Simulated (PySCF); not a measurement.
Pd(2+): ionisation energy

Pd(2+) [Kr] 4d8 (3F) → Pd(3+) [Kr] 4d7 (4F), as a difference of total energies. All numbers are calculated (PySCF 2.14, scalar relativity through the core potential, in aug-cc-pwCVDZ-PP with ECP28MDF). Correlated levels: valence: 4s2 4p6 frozen; valence and next inner shell: nothing frozen outside the core potential. The calculations carry no spin-orbit coupling.

| method | ionisation energy (eV) | difference from reference (eV) |
| --- | --- | --- |
| UHF | 31.074 | -1.856 |
| LDA | 33.346 | +0.416 |
| PBE | 33.048 | +0.118 |
| PBE0 | 32.875 | -0.055 |
| r2SCAN | 32.876 | -0.054 |
| M06-L | 32.336 | -0.594 |
| B97-3 | 32.924 | -0.006 |
| r2SCANh | 32.840 | -0.090 |
| CAM-B3LYP | 32.979 | +0.049 |
| MP2 (valence) | 32.594 | -0.336 |
| SCS-MP2 (valence) | 32.615 | -0.315 |
| MP2 (valence and next inner shell) | 32.486 | -0.444 |
| SCS-MP2 (valence and next inner shell) | 32.379 | -0.551 |

Reference: 32.93 eV (semi-empirical (NIST evaluation); NIST Atomic Spectra Database, ionization energies).

The reference lies between the lowest fine-structure levels, while these numbers refer to the centres of the terms.

Errors of the correlated levels include the incompleteness of this basis and the frozen core.
